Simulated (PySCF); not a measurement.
**Hg2Se: bend–stretch map**

Level of theory: PBE0 in PySCF with Se def2-TZVP, Hg def2-TZVP with ECP60; scalar-relativistic core potentials, no spin–orbit coupling; density-fitted integrals.

Rigid scan from the singlet minimum (Se–Hg 2.537 Å (×2); Hg–Se–Hg 180.0°). Coordinate: rows scale both bonds, columns set the Hg–Se–Hg angle. Energies in kJ/mol from the minimum.

(1) Give the energy map for rows 0.94, 0.97, 1.00, 1.03, 1.06, 1.10 and columns 90, 105, 120, 135, 150, 165, 180.

(2) And the size of the dipole moment (D) on the same grid?

## Answers

(1) 
| scale \ angle | 90 | 105 | 120 | 135 | 150 | 165 | 180 |
| --- | --- | --- | --- | --- | --- | --- | --- |
| 0.94 | 114.2 | 88.9 | 64.4 | 44.6 | 30.6 | 22.3 | 19.6 |
| 0.97 | 90.7 | 68.1 | 45.7 | 27.5 | 14.5 | 6.8 | 4.4 |
| 1.00 | 79.1 | 58.7 | 38.2 | 21.4 | 9.3 | 2.3 | 0.0 |
| 1.03 | 76.2 | 57.5 | 38.6 | 23.1 | 12.0 | 5.5 | 3.4 |
| 1.06 | 79.1 | 61.9 | 44.6 | 30.3 | 20.1 | 14.1 | 12.2 |
| 1.10 | 88.9 | 73.5 | 57.9 | 45.3 | 36.2 | 30.9 | 29.1 |

(2) 
```tsv
scale \ angle	90	105	120	135	150	165	180
0.94	1.86	2.33	2.51	2.30	1.75	0.94	0.00
0.97	2.09	2.50	2.63	2.38	1.80	0.97	0.00
1.00	2.29	2.64	2.72	2.45	1.84	0.98	0.00
1.03	2.47	2.77	2.80	2.49	1.86	1.00	0.00
1.06	2.62	2.87	2.86	2.52	1.88	1.00	0.00
1.10	2.78	2.96	2.91	2.54	1.88	1.00	0.00
```

The bond scale of lowest energy on the grid is 1.03 at 90°, 1.03 at 105°, 1.00 at 120°, 1.00 at 135°, 1.00 at 150°, 1.00 at 165°, 1.00 at 180°.

No spin–orbit coupling is included, which matters more the heavier the element.
